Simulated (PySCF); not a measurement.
## Vibration and rotation of CaP⁻

ROHF-MP2 constants of CaP⁻, ³Π (triplet), unpaired electrons σ ↑, π ↑ (Ca aug-pcseg-1, P aug-pcseg-1; no relativity (PySCF 2.14); masses 39.9626 and 30.9738 u):

- ωe: 267.3 cm⁻¹
- ωexe: 3.58 cm⁻¹
- Be: 0.12805 cm⁻¹
- αe: 0.00123 cm⁻¹

(1) What force constant and bond length do these constants imply?

(2) Estimate the centrifugal constant D from the Kratzer relation and find the Dunham coefficient a1.

Correlated steps freeze 10 core orbitals. The state was picked by a PBE0 search and need not be the measured ground state.

## Answers

(1) Reduced mass μred = 17.449 u; k = 5.8918×10⁻⁷·μred·ωe² (u, cm⁻¹, mdyn/Å) = 0.735 mdyn/Å; Re = √(16.8576/(μred·Be)) (u, cm⁻¹, Å) = 2.747 Å.

(2) D = 4Be³/ωe² = 1.18e-07 cm⁻¹; a1 = −1 − αeωe/(6Be²) = -4.34.
